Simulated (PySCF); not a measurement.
How methods differ on the interval between two levels of In²⁺

In²⁺ [Kr] 4d10 5s1 [2S1/2, M_J = 1/2] → In²⁺ [Kr] 4d9 5s1 5p1 [4F9/2, M_J = 9/2], as a difference of total energies. Computed with PySCF 2.14 in x2c-SVPall-2c with one added diffuse shell each of s, p type (7s9p4d, 54 functions), with the two-component X2C-1e Hamiltonian. Correlated levels: [Ar] 3d10 frozen; the 6 highest virtual spinors dropped. "Screened" scales the spin-orbit matrix elements by Boettger's factors to mimic the two-electron term; Breit and QED terms are absent.

```json
{"method": "GHF (spin-free)", "interval between two levels (cm⁻¹)": "170160"}
{"method": "GMP2 (spin-free)", "interval between two levels (cm⁻¹)": "171550"}
{"method": "GHF (screened spin-orbit)", "interval between two levels (cm⁻¹)": "169140"}
{"method": "GMP2 (screened spin-orbit)", "interval between two levels (cm⁻¹)": "170500"}
```

The labels give the starting determinants; with spin-orbit coupling the two ends relaxed to ⟨J²⟩ = 0.75, ⟨L²⟩ = 0.01, ⟨S²⟩ = 0.76 and ⟨J²⟩ = 24.76, ⟨L²⟩ = 12.02, ⟨S²⟩ = 3.76.
